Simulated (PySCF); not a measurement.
Al(F)(Me)(OH) (CH4AlFO), SMILES [Al]([CH3])([OH])[F].

Geometry: B3LYP-D3(BJ)/def2-SVP. One conformer was computed; it need not be the lowest.

Level of theory: IEF-PCM-ωB97X/def2-SVP (PySCF).

The values are the electrostatic part of the solvation free energy, E(continuum) − E(gas) at the gas-phase geometry, in a cavity of scaled van der Waals radii (PySCF's table); cavitation and dispersion terms are not included. A continuum can't describe solvent molecules that bind to the metal. In vacuum the orbital gap is 13.33 eV. The dipole moment in vacuum is 0.62 D.

```csv
solvent,ε,ΔG(elec) (kcal/mol),dipole (D),gap (eV)
water,78.36,-7.8,0.61,13.41
2-propanol,19.26,-7.3,0.61,13.40
chloroform,4.71,-5.6,0.63,13.38
```
